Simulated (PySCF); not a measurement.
C₂H₅Si, SMILES C[Si][CH2] (connectivity only; charge and spin as stated), charge +1, multiplicity 1. Coordinates come from a PBE-D3(BJ)/def2-TZVP optimisation. The spin state was assumed, not searched. The isomer is the one that the SMILES or the coordinates give; other isomers of the formula were not compared.

Calculation: PBE-D3(BJ)/def2-TZVP (PySCF 2.14.0).

Harmonic wavenumbers (cm⁻¹): 95, 134, 221, 553, 633, 722, 765, 789, 962, 1199, 1276, 1340, 1363, 2948, 3021, 3024, 3095, 3104. Rotational constants (GHz): 53.15, 5.350, 5.194; symmetry number 1.

Problem. Work out the zero-point energy and the ideal-gas rigid-rotor harmonic-oscillator thermochemistry at 298.15 K and 1 atm.

Solution. ZPE = ½ Σ hcν = ½ × 25243 cm⁻¹ = 36.09 kcal/mol. H − E(el) = 40.11 kcal/mol. Entropy in cal/(mol K): translation 38.05, rotation 22.90, vibration 10.30, total 71.25. G − E(el) = 18.87 kcal/mol. Cp = 18.93 cal/(mol K). Modes under 150 cm⁻¹ make the vibrational entropy uncertain.
